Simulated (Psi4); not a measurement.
ClGa, singlet, geometry from GFN2-xTB (such geometries of metal compounds can be far from the true shape). Base run: SVWN/6-31G (Psi4 1.11).

Psi4 was given this input:
```
memory 2 GB

molecule {
0 1
  Ga   -0.00000000   -0.00000000   -0.76826451
  Cl    0.00000000    0.00000000    1.40095293
}

set basis 6-31g

energy('svwn')
print_variables()
```

Variants of this job, named by their change:

```csv
change,ΔE vs base (mEh),SCF cycles,grid points,basis functions,outcome
base,0.000,10,43019,42,converged
dft_radial_points = 35,___,10,20342,42,converged
dft_spherical_points = 110,0.262,10,15753,42,converged
scf_type = cd,-0.642,10,43019,42,converged
cholesky_tolerance = 1e-6 (with scf_type cd),0.011,10,43019,42,converged
basis_guess = true,0.000,7,43019,42,converged
damping_percentage = 50,-,-,-,42,stopped with an error
guess = gwh,0.000,12,43019,42,converged
scf_type = pk,0.014,10,43019,42,converged
puream = true,___,10,43019,___,converged
puream = false,0.000,10,43019,42,converged
dft_spherical_points = 590,-0.006,10,83395,42,converged
diis_max_vecs = 15,0.000,10,43019,42,converged
```

Task: Some entries are withheld; supply them.

Result: 
- dft_radial_points = 35, ΔE vs base (mEh): -36.860
- puream = true, ΔE vs base (mEh): 6.431
- puream = true, basis functions: 40

- damping_percentage = 50: ended with `Exception: ADIIS minimization failed. File a bug, and include your entire input and output files.`
